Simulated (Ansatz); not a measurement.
`C=N[SiH2]F` + H₂S → `C=N[SiH2]S` + H–F  (ligand exchange at the Si–F bond)

Calculated with Ansatz (gas phase, PBE0-D4/def2-TZVP geometries, no zero-point term in ΔE). CCSD(T)/CBS is the MP2 limit (def2-TZVPP, def2-QZVPP) plus CCSD(T) − MP2 in def2-TZVPP, frozen cores. This one scheme is used for every species. Functionals use def2-TZVPP. B3LYP here is the variant with VWN-RPA as its local correlation; programs differ in this. One conformer a species, not always the lowest.

`C=N[SiH2]F`:

Cartesian coordinates in Å:
```
C 0.389 -0.990 1.104
N -0.324 -0.741 0.099
Si -0.379 0.666 -0.881
F 0.646 1.808 -0.413
H 1.127 -0.292 1.523
H 0.296 -1.952 1.621
H -0.011 0.274 -2.258
H -1.744 1.227 -0.794
```

H₂S:

```xyz
3

S     0.075    0.597    0.147
H    -0.049   -0.066   -1.012
H    -0.026   -0.531    0.866
```

`C=N[SiH2]S`:

Cartesian coordinates in Å:
```
C -0.696 1.267 1.075
N 0.282 0.642 0.590
Si 0.199 -0.350 -0.836
S 0.605 -2.378 -0.337
H -1.711 1.258 0.649
H -0.571 1.870 1.982
H 1.203 0.188 -1.783
H -1.156 -0.378 -1.456
H 1.844 -2.120 0.116
```

H–F:

Z-matrix (Å, degrees):
```
F
H 1 0.920
```

Question: Is it downhill or uphill in electronic energy at CCSD(T)/CBS, and by how much? (An estimate is asked.)

Answer: The calculation gave: Uphill: ΔE = +19.8 kcal/mol.

Question: What do these levels give: r2SCANh-D4, r2SCAN, B3LYP, RPA@PBE/def2-TZVPP, SCS-MP2/def2-TZVPP, SCS-MP2/def2-QZVPP? (An estimate is asked.)

Answer: Computed: r2SCANh-D4 20.5, r2SCAN 21.0, B3LYP 23.2, RPA@PBE/def2-TZVPP 21.4, SCS-MP2/def2-TZVPP 21.3, SCS-MP2/def2-QZVPP 21.0 kcal/mol.

Largest T1 diagnostic among the species: 0.013.

In def2-TZVPP, CCSD(T) changes the Hartree–Fock value by −5.5 kcal/mol (the triples alone add −1.0 kcal/mol) and MP2 by −6.7 kcal/mol. Leaving LDA and LC-ωPBE aside and taking each functional with its dispersion term where it has one, the values, not all of them listed here, spread over 6.6 kcal/mol, from revPBE-D4 to CAM-B3LYP-D4.
